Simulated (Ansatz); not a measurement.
ScAu₄⁺. Total charge 1; singlet. Geometry B3LYP-D4/def2-SVP, basis def2-TZVP, Ansatz.

Cartesian coordinates in Å:
```
Sc 0.487 -0.262 -0.721
Au 0.364 1.426 1.377
Au -1.539 -1.572 -1.548
Au 2.549 -0.361 0.779
Au -1.860 0.769 0.112
```

| run | HOMO (eV) | LUMO (eV) |
| --- | --- | --- |
| A | -10.49 | -7.89 |
| B | -10.02 | -8.65 |
| C | -9.85 | -8.64 |
| D | -9.96 | -8.76 |
| E | -10.95 | -6.92 |

In the def2 sets Au takes a core potential; there is no spin–orbit coupling. The structure comes from a short search, and lower isomers may exist.

The runs used BHLYP, PBE, PBE0, r2SCAN, revPBE. Estimate which is which.

A PBE0 (25 % exact exchange); B r2SCAN (0 % exact exchange); C revPBE (0 % exact exchange); D PBE (0 % exact exchange); E BHLYP (50 % exact exchange). Exact exchange lowers occupied and raises empty levels; among semilocal functionals meta-GGAs tend to open the gap a little, and such runs are hard to tell apart. The gap grows from 1.21 eV (PBE) to 4.03 eV (BHLYP).
